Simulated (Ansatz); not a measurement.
A nudged elastic band was laid between two geometries of Cl3Ga + H4Si (9 atoms, charge 0, multiplicity 1).

These are results of RKS BHLYP/def2-SVP (Ansatz), not measurements.

```yaml
movable_images: 5
climbing_image: yes
spring: 5.0 eV/Å²
optimiser: quadratic models (default)
start_path: through a guess of the saddle point
force_threshold: 0.05 eV/Å
iteration_limit: 60
end_points: relaxed
```

Initial state:

```xyz
9
Properties=species:S:1:pos:R:3
Ga -0.064 0.299 0.262
Cl 0.252 1.516 1.983
Cl 1.600 -0.216 -0.980
Cl -2.036 0.056 -0.519
Si 0.171 -2.937 1.083
H -0.209 -3.199 -0.317
H 1.594 -3.229 1.340
H -0.715 -3.643 2.030
H -0.028 -1.471 1.353
```

Final state:

```xyz
9
Properties=species:S:1:pos:R:3
Ga 0.064 -0.881 -0.148
Cl 0.336 0.525 2.388
Cl 1.587 0.150 -1.274
Cl -1.873 0.121 -0.288
Si 0.281 -3.091 0.753
H 0.040 -4.087 -0.317
H 1.645 -3.273 1.298
H -0.717 -3.275 1.830
H -0.798 0.988 1.993
```

**Question.** What changes between the two ends?

**Answer.** Bonds broken: Ga1–Cl2, Si5–H9. Bonds formed: Ga1–Si5, Cl2–H9. Cl3Ga + H4Si becomes Cl2GaH3Si + ClH.

**Question.** Give the energies along the band, and the barrier.

**Answer.** The run converged. The highest image is number 3 of 0 to 6, 1.77 eV above the first end and 1.02 eV above the last; the last end lies 0.75 eV above the first. A vibrational analysis at the climbing image gives one clearly imaginary mode, 550i cm⁻¹: a first-order saddle point. The orbitals stay closed-shell, which can raise the energy where a bond breaks towards radicals; this wasn't checked here.

| image | path coordinate (Å) | energy (eV) | Ga1–Cl2 (Å) | Si5–H9 (Å) | Ga1–Si5 (Å) |
| --- | --- | --- | --- | --- | --- |
| 0 | 0.00 | 0.00 | 2.13 | 1.50 | 3.35 |
| 1 | 1.39 | 0.03 | 2.13 | 1.50 | 3.46 |
| 2 | 2.79 | 0.75 | 2.17 | 1.49 | 3.11 |
| 3 | 4.18 | 1.77 | 2.33 | 2.00 | 2.45 |
| 4 | 6.50 | 0.82 | 2.93 | 3.79 | 2.40 |
| 5 | 8.83 | 0.78 | 2.96 | 4.35 | 2.40 |
| 6 | 11.16 | 0.75 | 2.91 | 4.40 | 2.40 |

**Question.** What is the geometry of the highest image?

**Answer.** 
```xyz
9
Properties=species:S:1:pos:R:3
Ga -0.013 -0.286 -0.108
Cl -0.361 0.212 2.143
Cl 1.853 0.589 -0.751
Cl -1.776 0.197 -1.253
Si 0.178 -2.637 0.565
H -0.985 -3.550 0.630
H 1.420 -3.443 0.566
H 0.230 -2.389 2.229
H 0.021 -1.517 2.214
```

**Question.** What are the harmonic wavenumbers there?

**Answer.** 550i, 63, 79, 115, 121, 145, 228, 327, 356, 405, 426, 451, 710, 767, 934, 972, 1010, 1559, 2297, 2316, 2427 cm⁻¹.

Run time: 4.3 min on 4 threads of Arm Neoverse V2, on a shared host, peak memory 0.37 GiB.
